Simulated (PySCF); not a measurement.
Single point on SeO

State: ³Σ⁻ (triplet), unpaired electrons π ↑↑.

An equivalent input (the run itself took its basis sets from the Basis Set Exchange, started from a PBE0 density and held the occupation σ 10α 10β, πx 5α 4β, πy 5α 4β, δx 1α 1β, δy 1α 1β):

```python
from pyscf import gto, scf, cc
mol = gto.M(atom='Se 0 0 0; O 0 0 1.668', basis={'Se': 'pcseg-1', 'O': 'pcseg-1'},
            charge=0, spin=2, verbose=4, symmetry='C2v')
mf = scf.UHF(mol)
mf.irrep_nelec = {'A1': (11, 11), 'A2': (1, 1), 'B1': (5, 4), 'B2': (5, 4)}
mf.conv_tol = 1e-9
mf.max_cycle = 60
mf.diis_space = 10
mf.kernel()
mycc = cc.CCSD(mf, frozen=[[0, 1, 2, 3, 4, 5, 6, 7, 8, 9], [0, 1, 2, 3, 4, 5, 6, 7, 8, 9]])
mycc.run(conv_tol=1e-7, conv_tol_normt=1e-5, max_cycle=80, diis_space=8)
et = mycc.ccsd_t()
```

The SCF ended at -2474.30648370 hartree. The coupled-cluster part of the log:

```
******** <class 'pyscf.cc.uccsd.UCCSD'> ********
CC2 = 0
CCSD nocc = (12, 10), nmo = (31, 31)
frozen orbitals [[0, 1, 2, 3, 4, 5, 6, 7, 8, 9], [0, 1, 2, 3, 4, 5, 6, 7, 8, 9]]
max_cycle = 80
direct = 0
conv_tol = 1e-07
conv_tol_normt = 1e-05
diis_space = 8
diis_start_cycle = 0
diis_start_energy_diff = 1e+09
Init t2, MP2 energy = -0.301376747925968
Init E_corr(UCCSD) = -0.301376747926382
cycle = 1  E_corr(UCCSD) = -0.288287630782988  dE = 0.0130891171  norm(t1,t2) = 0.102069
cycle = 2  E_corr(UCCSD) = -0.303510208225965  dE = -0.0152225774  norm(t1,t2) = 0.0344948
cycle = 3  E_corr(UCCSD) = -0.302410313497895  dE = 0.00109989473  norm(t1,t2) = 0.0177127
cycle = 4  E_corr(UCCSD) = -0.303982764323896  dE = -0.00157245083  norm(t1,t2) = 0.00684412
cycle = 5  E_corr(UCCSD) = -0.3043261632394  dE = -0.000343398916  norm(t1,t2) = 0.00209707
cycle = 6  E_corr(UCCSD) = -0.304212409970383  dE = 0.000113753269  norm(t1,t2) = 0.00117429
cycle = 7  E_corr(UCCSD) = -0.304235437544865  dE = -2.30275745e-05  norm(t1,t2) = 0.000326716
cycle = 8  E_corr(UCCSD) = -0.304241137478245  dE = -5.69993338e-06  norm(t1,t2) = 8.49519e-05
cycle = 9  E_corr(UCCSD) = -0.304238600368752  dE = 2.53710949e-06  norm(t1,t2) = 2.98828e-05
cycle = 10  E_corr(UCCSD) = -0.304238752727206  dE = -1.52358454e-07  norm(t1,t2) = 1.17766e-05
cycle = 11  E_corr(UCCSD) = -0.304239082241515  dE = -3.29514309e-07  norm(t1,t2) = 4.92351e-06
cycle = 12  E_corr(UCCSD) = -0.304239021520688  dE = 6.07208269e-08  norm(t1,t2) = 1.86678e-06
UCCSD converged
E(UCCSD) = -2474.610722724181  E_corr = -0.3042390215206877
UCCSD(T) correction = -0.0108146930974657
```

T1 diagnostic 0.015, D1 0.052, 22 electrons correlated.

A point of this curve took 2.7 CPU seconds beside 0.14 for the integrals, on Arm Neoverse V1 (shared host).

Correlated steps freeze 10 core orbitals. Spin–orbit coupling is left out. The state was picked by a PBE0 search and need not be the measured ground state.
